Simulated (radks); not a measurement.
The nuclear charge of the selenium ion Se+ is varied continuously with 33 electrons held in [Ar] 3d10 4s2 4p3. Calculated with a radial shooting solver on a logarithmic mesh with Libxc functionals: scalar-relativistic Kohn-Sham, PBEsol, spin-unpolarised, spherical densities, point nucleus. By the Hellmann-Feynman theorem dE/dZ = E(electron-nucleus)/Z, the electronic potential at the nucleus. The scalar-relativistic energy here is not variational (the density holds large components alone), so the two differ by a part that grows with Z.

| Z | E (hartree) | E(electron-nucleus)/Z (hartree) | HOMO | e(HOMO) (eV) | <r> HOMO (bohr) |
|---|---|---|---|---|---|
| 33 | -2259.20666 | -165.072 | 4p | -5.197 | 2.546 |
| 33.2 | -2292.40195 | -166.429 | 4p | -7.004 | 2.437 |
| 33.4 | -2325.86951 | -167.784 | 4p | -8.937 | 2.342 |
| 33.6 | -2359.60907 | -169.139 | 4p | -10.988 | 2.258 |
| 33.8 | -2393.62045 | -170.492 | 4p | -13.150 | 2.183 |
| 34 | -2427.90350 | -171.845 | 4p | -15.418 | 2.115 |
| 34.2 | -2462.45811 | -173.197 | 4p | -17.789 | 2.054 |
| 34.4 | -2497.28421 | -174.549 | 4p | -20.260 | 1.997 |
| 34.6 | -2532.38176 | -175.901 | 4p | -22.828 | 1.944 |
| 34.8 | -2567.75073 | -177.252 | 4p | -25.490 | 1.896 |
| 35 | -2603.39112 | -178.604 | 4p | -28.244 | 1.850 |

The central difference of E at Z = 34 is -172.094 hartree, to compare with the third column; the second derivative is -6.79 hartree.
